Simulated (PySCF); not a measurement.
Mo(NH)(S)(F)(Cl) (ClFHMoNS), SMILES [NH]=[Mo]([F])(=[S])[Cl], multiplicity 1. Geometry optimised at B3LYP-D3(BJ)/def2-SVP. The spin state was assumed, not searched. The structure was generated by enumeration; whether it is a known compound was not checked. The def2 effective core potentials stand for the cores of Mo; spin–orbit coupling is left out.

Level of theory: B3LYP-D3(BJ)/def2-SVP in PySCF.

Harmonic wavenumbers (cm⁻¹): 137, 162, 193, 240, 268, 410, 531, 580, 596, 706, 1022, 3570. Rotational constants (GHz): 2.442, 1.727, 1.417; symmetry number 1.

### Question
Work out the zero-point energy and the ideal-gas rigid-rotor harmonic-oscillator thermochemistry at 298.15 K and 1 atm.

### Answer
ZPE = ½ Σ hcν = ½ × 8415 cm⁻¹ = 12.03 kcal/mol. H − E(el) = 16.79 kcal/mol. Entropy in cal/(mol K): translation 41.75, rotation 28.38, vibration 13.83, total 83.95. G − E(el) = -8.24 kcal/mol. Cp = 23.03 cal/(mol K). Modes under 150 cm⁻¹ make the vibrational entropy uncertain.
